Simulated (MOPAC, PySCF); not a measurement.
[Ta(OH)3(NH2)2], neutral singlet in the gas phase. 

Cartesian coordinates (Å):
```xyz
13

Ta     0.5222     0.1449    -0.4133
O     -0.8701    -0.2002    -1.6971
H     -1.7530    -0.2694    -2.0870
O      1.7781     0.5480     0.9902
H      1.6913     0.9530     1.8695
O     -0.8120     0.9550     0.8043
H     -1.7386     1.0243     0.5143
N      0.9823    -1.8093    -0.3253
H      0.6169    -2.5240    -0.9620
H      1.7225    -2.1967     0.2682
N      1.5444     1.2573    -1.7366
H      2.4385     1.7134    -1.5290
H      1.3235     1.3306    -2.7344
```
Charge 0, multiplicity 1.

All levels are single points at this geometry (BP86-D3(BJ)/def2-SVP); Pople sets use spherical d functions. Orbital energies aren't observables, and empty levels follow the basis.

TPSSh-D3(BJ)/def2-TZVP in PySCF gives HOMO (eV) = -6.10.

Question: Estimate the HOMO (eV) from each of these levels: BP86/6-31G* (LANL2DZ on Ta) in PySCF; M06-2X/6-31G* (LANL2DZ on Ta) in PySCF; PBE/6-31G* (LANL2DZ on Ta) in PySCF; HF/6-31G* (LANL2DZ on Ta) in PySCF; PM7 in MOPAC.

Answer: 
```csv
level,HOMO (eV)
BP86/6-31G* (LANL2DZ on Ta) in PySCF,-5.15
M06-2X/6-31G* (LANL2DZ on Ta) in PySCF,-7.99
PBE/6-31G* (LANL2DZ on Ta) in PySCF,-5.04
HF/6-31G* (LANL2DZ on Ta) in PySCF,-10.18
PM7 in MOPAC,-7.81
```
